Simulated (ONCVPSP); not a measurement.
**chromium: one change to an ONCV potential, before and after**

```json
{
 "Element": "Cr",
 "Generator": "ONCVPSP 4.0.1",
 "Type": "optimised norm-conserving Vanderbilt (ONCV)",
 "Functional": "PBE",
 "Relativity": "scalar-relativistic",
 "Frozen core": "[Ne]",
 "Valence charge": "14",
 "Reference configuration": "3s2 3p6 3d5 4s0.5 4p0.5",
 "Partial waves": "3s+4s: rc 1.75 bohr, ncon 3, nbas 6, qcut 5.6 1/bohr, 2 projectors; 3p+4p: rc 1.75 bohr, ncon 3, nbas 6, qcut 8.1 1/bohr, 3 projectors, debl 3.5 Ha; 3d: rc 1.75 bohr, ncon 4, nbas 9, qcut 10.3 1/bohr, local",
 "Local potential": "the d channel",
 "Core correction": "Teter function, fcfact 1.75, rcfact 1.55"
}
```

Change: d: qcut 8.2.

Cutoffs: the cutoffs (Ha) at which the residual kinetic energy of the hardest occupied pseudo-wave falls to 1 and 0.1 mHa per electron; they do not see the model core or the augmentation charge, which bear on the density cutoff. Errors are all-electron minus pseudo energies relative to the spin-unpolarised reference configuration.

Question: How do hardness, ghosts and transferability respond?

Answer: The potential gets softer (35 Ha and 41 Ha → 28 Ha and 31 Ha); both files keep a bound ghost (s); of the 3 tests that both files solve, the error grows in 2 and shrinks in 0 by more than 15 % and 0.3 meV (median size 0.7 → 1.8 meV); the range in which the s phases agree narrows (upper end 4.8 → 0.9). The waves are optimised to have the least kinetic energy above qcut, so the cutoff follows it (qcut²/2 in Ha).

```csv
quantity,base,changed
"cutoff, loose",35 Ha,28 Ha
"cutoff, tight",41 Ha,31 Ha
loose cutoff by channel,"s 10 Ha, p 22 Ha, d 35 Ha","s 10 Ha, p 22 Ha, d 28 Ha"
bound ghosts,s,s
GHOST(+) flags under 300 eV,none,none
tests with a reliable result,3 of 4,3 of 4
"error for 3s2 3p6 3d5 4s1 4p0, meV [ΔE -1.53 eV]",+0.3,+0.2
"error for 3s2 3p6 3d5 4s0 4p0, meV [ΔE 5.37 eV]",+0.7,+1.8
"error for 3s2 3p5 3d5 4s1 4p0, meV [ΔE 49.98 eV]",-119,-226
s: phases at 1.78 bohr within 0.05 rad from the reference energy up to (Ha; the scan ends near 5),4.8,0.9
p: phases at 1.78 bohr within 0.05 rad from the reference energy up to (Ha; the scan ends near 5),to the end of the scan,to the end of the scan
d: phases at 1.78 bohr within 0.05 rad from the reference energy up to (Ha; the scan ends near 5),0.7,0.6
"rms error of d²Exc/dni dnj with the model core, mHa",0.92,1.01
```

 A true bound ghost makes a file unfit for plane-wave use even where its test errors are small: the radial tests pick states by their node count and pass the ghost by.
